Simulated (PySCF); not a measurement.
Method: PBE-D3(BJ)/def2-TZVP // B3LYP-D3(BJ)/def2-TZVP run with PySCF 2.14.0. All species are isolated molecules in the gas phase. One relaxed conformer stands for a flexible species; it need not be the lowest. Delta-SCF ions had no search for a lower state. Excitations are Tamm–Dancoff values on a coarser integration grid. The basis has no diffuse functions, so Rydberg states are missing or too high.

Reference species (SMILES): `OC(O)[SiH3]` (H–O–C–Si torsion 176°, Si–C–O–H torsion 58°) (neutral, multiplicity 1).

```json
{
  "T1 excitation (TDA)": "5.83 eV",
  "vertical ionisation energy (Delta-SCF)": "9.72 eV",
  "S1 oscillator strength": "0.013",
  "LUMO": "-0.35 eV"
}
```

Changed species: `C([SiH2]O)O`.

Predict the effect on the T1 excitation (TDA), vertical ionisation energy (Delta-SCF), S1 oscillator strength and LUMO.

the T1 excitation (TDA) decreases by 0.93 eV, to 4.90 eV; the vertical ionisation energy (Delta-SCF) falls by 0.35 eV, to 9.37 eV; the S1 oscillator strength stays essentially unchanged; the LUMO falls by 0.54 eV, to -0.89 eV.
